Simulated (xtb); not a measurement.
C$_{4}$H$_{7}$, doublet, at a GFN2-xTB geometry; GFN0-xTB with GBSA(water) run with xtb.

xtb was given this input:
```
$ xtb mol.xyz --gfn 0 --uhf 1 --gbsa water --json

# file mol.xyz
11

C     -0.01583438     0.01152779     1.49894858
C     -0.00222843     0.02374520     0.20492787
H     -0.02223869    -0.69129602     2.29786866
C      0.00269449     1.29161997    -0.60733811
H     -0.00662782     2.16401956     0.03942821
H      0.89090871     1.32760594    -1.23693731
H     -0.87224194     1.32254452    -1.25552371
C      0.01033407    -1.24161286    -0.64220029
H      0.00629703    -2.13018294    -0.01726348
H     -0.86735589    -1.25472468    -1.28612343
H      0.90146410    -1.24964698    -1.26747727
```

Task: What does xtb print? Leave out banner, timings and long lists.

Result: 
```
   ID    Z sym.   atoms
    1    6 C      1, 2, 4, 8
    2    1 H      3, 5-7, 9-11

           -------------------------------------------------
          |                Calculation Setup                |
           -------------------------------------------------

           -------------------------------------------------
          |                 G F N 0 - x T B                 |
           -------------------------------------------------

      * Solvation model:               GBSA
        Solvent                        water
        Parameter file                 internal GFN2-xTB/GBSA
        Dielectric constant                8.0200E+01
        Reference state                gsolv [1 M gas/solution]
        Free energy shift                  1.8574E-03 Eh       1.1656E+00 kcal/mol
        Temperature                        2.9815E+02 K
        Density                            1.0000E+00 kg/L
        Solvent mass                       1.8000E+01 g/mol
        Interaction kernel             Still
        Born radius scaling (c1)           1.5524E+00
        Born radii integrator          GBOBC
        Born offset                        2.4628E-02 a0       4.6540E-02 AA
        H-bond correction              true
        Ion screening                  false
        Surface tension                    1.0000E-05 Eh       1.5569E+01 dyn/cm
        Grid points                               230 per atom

          ...................................................
          :                      SETUP                      :
          :.................................................:
          :  # basis functions                  30          :
          :  # atomic orbitals                  30          :
          :  # shells                           22          :
          :  # electrons                        23          :
          :  electronic temp.          300.0000000     K    :
          :  accuracy                    1.0000000          :
          :  -> integral cutoff          0.2500000E+02      :
          :  -> integral neglect         0.1000000E-07      :
          ...................................................

         :::::::::::::::::::::::::::::::::::::::::::::::::::::
         ::                     SUMMARY                     ::
         :::::::::::::::::::::::::::::::::::::::::::::::::::::
         :: total energy             -12.253651792696 Eh    ::
         :: total w/o Gsasa/hb       -12.252966921659 Eh    ::
         :: gradient norm              0.013330495629 Eh/a0 ::
         :: HOMO-LUMO gap              3.554636083051 eV    ::
         ::.................................................::
         :: H0 energy                -12.450909620029 Eh    ::
         :: repulsion energy           0.226254792350 Eh    ::
         :: electrostat energy        -0.026653295333 Eh    ::
         :: -> Gsolv                   0.000000000000 Eh    ::
         ::    -> Gsasa               -0.002542314165 Eh    ::
         ::    -> Gshift               0.001857443127 Eh    ::
         :: dispersion energy         -0.002343669685 Eh    ::
         :: short-range corr.          0.000000000000 Eh    ::
         :: add. restraining           0.000000000000 Eh    ::
         :: total charge               0.000000000000 e     ::
         :::::::::::::::::::::::::::::::::::::::::::::::::::::

           -------------------------------------------------
          |                Property Printout                |
           -------------------------------------------------

    * Orbital Energies and Occupations

         #    Occupation            Energy/Eh            Energy/eV
      -------------------------------------------------------------
         1        2.0000           -0.6431077             -17.4999
         2        2.0000           -0.6259182             -17.0321
         3        2.0000           -0.6225623             -16.9408
[...]
         6        2.0000           -0.5448743             -14.8268
         7        2.0000           -0.5313048             -14.4575
         8        2.0000           -0.5202562             -14.1569
         9        2.0000           -0.5010046             -13.6330
        10        2.0000           -0.4918154             -13.3830
        11        2.0000           -0.4359664             -11.8633
        12        1.0000           -0.3700217             -10.0688 (HOMO)
        13                         -0.2393912              -6.5142 (LUMO)
        14                         -0.1528277              -4.1587
        15                         -0.1417932              -3.8584
        16                         -0.1163929              -3.1672
        17                         -0.1048961              -2.8544
        18                         -0.0966405              -2.6297
        19                         -0.0758556              -2.0641
        20                         -0.0714356              -1.9439
        21                          0.0371121               1.0099
        22                          0.0760221               2.0687
        23                          0.1999125               5.4399
       ...                                ...                  ...
        30                          0.6933004              18.8657
      -------------------------------------------------------------
                  HL-Gap            0.1306305 Eh            3.5546 eV
             Fermi-level            0.0000000 Eh            0.0000 eV

     #   Z          covCN         q      C6AA      α(0)
     1   6 C        1.920    -0.478    48.201    11.199
     2   6 C        2.933     0.259    23.888     7.990
     3   1 H        0.927     0.221     0.999     1.563
     4   6 C        3.760    -0.476    35.084     8.546
     5   1 H        0.925     0.172     1.253     1.751
     6   1 H        0.925     0.154     1.364     1.827
     7   1 H        0.925     0.154     1.364     1.827
     8   6 C        3.757    -0.492    35.606     8.610
     9   1 H        0.925     0.167     1.282     1.771
    10   1 H        0.925     0.160     1.328     1.802
    11   1 H        0.925     0.160     1.328     1.802

 Mol. C6AA /au·bohr⁶  :        997.092042
 Mol. C8AA /au·bohr⁸  :      23971.721922
 Mol. α(0) /au        :         48.687826

Wiberg/Mayer (AO) data.
largest (>0.10) Wiberg bond orders for each atom

 ---------------------------------------------------------------------------
     #   Z sym  total        # sym  WBO       # sym  WBO       # sym  WBO
 ---------------------------------------------------------------------------
     1   6 C    3.260 --     2 C    2.060     3 H    0.980     8 C    0.102
     2   6 C    3.967 --     1 C    2.060     4 C    0.989     8 C    0.925
     3   1 H    0.999 --     1 C    0.980
     4   6 C    3.977 --     2 C    0.989     5 H    0.980     6 H    0.971
                             7 H    0.971
     5   1 H    0.984 --     4 C    0.980
     6   1 H    0.983 --     4 C    0.971
     7   1 H    0.983 --     4 C    0.971
     8   6 C    3.965 --     9 H    0.981    11 H    0.971    10 H    0.971
                             2 C    0.925     1 C    0.102
     9   1 H    0.983 --     8 C    0.981
    10   1 H    0.983 --     8 C    0.971
    11   1 H    0.983 --     8 C    0.971
 ---------------------------------------------------------------------------

Topologies differ in total number of bonds
Writing topology from bond orders to xtbtopo.mol

 dipole moment from electron density (au)
     X       Y       Z
   0.0069  -0.2268  -0.5893  total (Debye):    1.605

           -------------------------------------------------
          | TOTAL ENERGY              -12.253651792696 Eh   |
          | GRADIENT NORM               0.013330495629 Eh/α |
          | HOMO-LUMO GAP               3.554636083051 eV   |
           -------------------------------------------------

normal termination of xtb
```
